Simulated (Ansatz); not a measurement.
`O=CBBr` + CH₃NH₂ → `CNBBr` + `C=O`  (ligand exchange at a B–C bond)

Calculated with Ansatz (gas phase, PBE0-D4/def2-TZVP geometries, no zero-point term in ΔE). CCSD(T)/CBS is the MP2 limit (def2-TZVPP, def2-QZVPP) plus CCSD(T) − MP2 in def2-TZVPP, frozen cores. This one scheme is used for every species. DFT in def2-TZVPP. HSE06 is defined as in plane-wave codes. For Br outer-core shells are correlated without core-valence functions, which leaves a few kJ/mol of doubt a bond. Scalar relativity is left out up to krypton. One conformer a species, not always the lowest.

| level | ΔE (kJ/mol) | difference from CCSD(T)/CBS |
| --- | --- | --- |
| LDA (SPW92) | -165.9 | -6.6 |
| PBE-D4 | -154.9 | 4.4 |
| BLYP-D4 | -156.1 | 3.2 |
| r2SCAN0-D4 | -162.5 | -3.2 |
| HSE06-D4 | -159.4 | -0.1 |
| BHLYP-D4 | -163.9 | -4.6 |
| PBE | -153.8 | 5.5 |
| PBE0 | -158.5 | 0.8 |
| r2SCANh | -160.1 | -0.8 |
| BHLYP | -162.8 | -3.5 |
| HF/def2-SVP | -169.7 | -10.4 |
| CCSD/def2-SVP | -174.6 | -15.3 |
| CCSD(T)/def2-SVP | -174.7 | -15.4 |
| MP2/def2-TZVPP | -165.4 | -6.1 |
| SCS-MP2/def2-TZVPP | -163.3 | -4.0 |
| CCSD(T)/def2-TZVPP | -160.9 | -1.6 |
| CCSD(T)/CBS | -159.3 | 0 |

Largest T1 diagnostic among the species: 0.015.

At CCSD(T), def2-SVP lies −15.4 kJ/mol from the extrapolated value and def2-TZVPP −1.6 kJ/mol. From PBE to PBE0 (25 % exact exchange), in def2-TZVPP and without D4, ΔE moves by −4.7 kJ/mol. Leaving LDA and LC-ωPBE aside and taking each functional with its dispersion term where it has one, the values, not all of them listed here, spread over 12.0 kJ/mol, from CAM-B3LYP-D4 to revPBE-D4. LDA lies −12.1 kJ/mol from PBE without D4.
